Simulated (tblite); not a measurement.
C6H14NP.
Cartesian coordinates in Å at the GFN2-xTB level; atoms count from 1:
```xyz
22
C6H14NP angstrom
C     -2.7890    0.9359    0.5918
C     -2.0114   -0.3083    0.1785
C     -0.6518    0.0593   -0.3638
C      0.4427   -0.9626   -0.5177
C      0.2090   -2.4088   -0.1589
P      0.7647    0.2985    0.8152
N      1.6557    1.4190   -0.1648
C      3.1059    1.2917   -0.1459
H     -2.9530    1.5874   -0.2642
H     -3.7553    0.6653    1.0109
H     -2.2275    1.4900    1.3419
H     -1.9018   -0.9651    1.0434
H     -2.5707   -0.8550   -0.5874
H     -0.6868    0.8067   -1.1528
H      1.0586   -0.8252   -1.4029
H      1.1499   -2.9563   -0.1631
H     -0.4627   -2.8740   -0.8813
H     -0.2330   -2.5032    0.8302
H      1.3935    2.3727    0.0739
H      3.3630    0.2529   -0.3516
H      3.5684    1.5802    0.8040
H      3.5209    1.9181   -0.9370
```

Computed with GFN2-xTB (tblite): harmonic, unscaled wavenumbers at the GFN2-xTB geometry, gas phase. Errors from tens to a few hundred cm⁻¹ against measured bands are possible. One conformer, not necessarily the lowest.

Harmonic wavenumbers (cm⁻¹): 58.6, 76.3, 103.2, 136.2, 157.0, 181.6, 210.1, 222.3, 257.9, 295.1, 347.7, 374.6, 513.4, 639.8, 661.0, 694.0, 786.1, 823.3, 870.4, 951.0, 957.6, 985.9, 1037.4, 1069.9, 1075.1, 1082.0, 1088.6, 1099.7, 1113.9, 1153.1, 1204.2, 1245.8, 1277.0, 1313.6, 1331.1, 1360.2, 1408.9, 1412.4, 1415.9, 1478.7, 1486.0, 1493.3, 1496.9, 1497.3, 1499.8, 1504.0, 2919.1, 2938.5, 2981.3, 2986.0, 2987.0, 2991.2, 2997.4, 3011.0, 3021.9, 3023.9, 3030.1, 3035.8, 3036.2, 3324.4.

A = 2411, B = 1131, C = 858.1 MHz; mass 131.086 u (most abundant isotopes); point group C1, symmetry number 1.

What is the zero-point energy?

Half the sum of the wavenumbers: 41866 cm⁻¹ = 500.82 kJ/mol.

Entropy at 298.15 K, 1 bar (ideal gas, RRHO, classical rotation)?

Translation 169.67, rotation 122.63, vibration 135.48: S = 427.8 J/(mol K).

And Cp and H(298.15 K) − H(0)?

Cp = 170.60 J/(mol K), of which vibrations give 137.34 (their classical limit is 60 R = 498.9); H(298.15 K) − H(0) = 31.35 kJ/mol without the zero-point energy, 21.44 from vibrations.

How do the functions run with temperature in this model?

```tsv
T (K)	S (J/(mol K))	Cp (J/(mol K))	H − H(0) (kJ/mol)	G − H(0) (kJ/mol)	ln q(vib)
150	334.5	109.9	10.73	-39.44	3.22
250	399.7	149.4	23.65	-76.26	6.24
400	484.4	216.5	51.08	-142.67	10.57
600	587.2	292.0	102.34	-250.01	16.16
900	721.2	367.7	202.20	-446.86	24.14
```

q(vib) and H(0) count from the zero-point level.

What must be added to the electronic energy to get the Gibbs energy at 298.15 K and 1 bar?

ZPE + [H(298.15 K) − H(0)] − T·S = 500.82 + 31.35 − 127.54 = 404.63 kJ/mol.

Hindered rotation and anharmonicity are outside this model. Other conformers, if any are populated, would add a mixing term that is left out. The structure is chiral; the term R ln 2 for an equal mix with its mirror image is left out.
